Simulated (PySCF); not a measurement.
## Property card for 3-ethylphenol (`Oc1cccc(CC)c1`)

Compound: 3-ethylphenol, C8H10O.
Z-matrix (Å and degrees, PBE0-D3(BJ)/def2-SVP geometry), rows numbered from 1:
```
C 
C   1  1.5265
C   2  1.5059  1  112.53
C   3  1.4016  2  120.67  1   -87.08
C   4  1.3915  3  120.20  2   177.56
C   5  1.3933  4  120.71  3    -0.05
C   6  1.3978  5  119.48  4     0.03
O   7  1.3507  6  122.54  5   179.82
C   3  1.3953  2  120.31  1    90.36
H   1  1.1009  2  111.00  3    59.36
H   1  1.1010  2  111.27  3   179.69
H   1  1.1008  2  110.96  3   -59.97
H   2  1.1022  1  109.52  3  -121.70
H   2  1.1019  1  109.56  3   121.93
H   4  1.0930  3  119.69  2    -2.74
H   5  1.0928  4  119.98  3   179.72
H   6  1.0945  5  120.52  4   179.79
H   8  0.9628  7  109.08  6    -0.14
H   9  1.0927  3  120.85  2     2.70
```

Structural features include: benzene ring and phenol-type hydroxyl.

From PBE0-D3(BJ)/def2-SVP geometry optimisation, gas phase (PySCF):

```
Point group                  : C1
Rotational constants A, B, C : 2.978, 1.151, 0.891 GHz
```

From CAM-B3LYP/def2-SVPD ground state, ΔSCF and vertical TDDFT (core frozen in the response) (PySCF):

```
Dipole moment                                                     : 1.02 D
HOMO energy                                                       : -7.67 eV
LUMO energy                                                       : 0.80 eV
HOMO–LUMO gap                                                     : 8.47 eV
Lowest singlet excitation                                         : 5.15 eV (241 nm, f = 0.033)
Strongest line among the 10 lowest singlet transitions            : S6 at 6.82 eV (182 nm, f = 0.551)
Lowest triplet excitation (Tamm–Dancoff)                          : 4.00 eV
Static isotropic polarisability                                   : 98.2 au
Vertical ionisation energy                                        : 8.35 eV
Electronic spatial extent ⟨r²⟩ about the centre of nuclear charge : 1340 bohr²
```

From PBE0/pcSseg-1 ground state and GIAO shieldings, non-relativistic (PySCF):

```
Lowest Hirshfeld atomic charge                              : -0.18 e on O8
Highest Hirshfeld atomic charge                             : +0.18 e on H18
13C chemical shifts (computed TMS as zero) by class         : 162.3 (C7), 153.3 (C3), 134.9 (C5), 124.6 (C4), 119.3 (C9), 114.0 (C6), 33.5 (C2), 21.0 (C1) ppm
1H chemical shifts (computed TMS as zero) by class          : 7.21 (H16), 6.84 (H19), 6.78 (H15), 6.35 (H17), 3.76 (H18), 2.42 (H13/H14), 1.14 (H10/H11/H12) ppm
Isotropic shieldings of nuclei other than C and H, by class : 211 (O8) ppm
Mayer bond orders between heavy atoms                       : C1–C2 1.03, C2–C3 1.06, C3–C4 1.39, C4–C5 1.45, C5–C6 1.44, C6–C7 1.36, C7–O8 1.06, C7–C9 1.38, C9–C3 1.41
```

Monoisotopic mass from the formula: 122.0732 u.

The principal polarisabilities are 66.6, 103.4 and 124.5 au; their mean is the isotropic value. The largest Löwdin shares of the HOMO are 0.22 on C4, 0.17 on O8, 0.17 on C7 and 0.13 on C6. The polarisability is 14.55 Å³ as a volume (1 au = 0.148185 Å³), or 1.49 au for each of the 66 electrons. The ΔSCF ionisation energy exceeds −ε(HOMO) by 0.68 eV with CAM-B3LYP. In atomic units the dipole is 0.40 e·bohr (1 au = 2.5417 D). With B = h/(8π²I), that is 505.379 GHz u Å² over I, the principal moments of inertia are 169.7, 438.9 and 567.3 u Å² (most abundant isotopes).

 NMR classes are plain means over equivalent atoms (diastereotopic ones count apart unless rotation or inversion swaps them), as if these changed places fast; in this geometry the members of some classes differ.

For the TDDFT job (CAM-B3LYP/def2-SVPD), hardware: one thread of an Arm Neoverse V1, shared host. Cost: 4.2 min.

One conformer stands for the species.
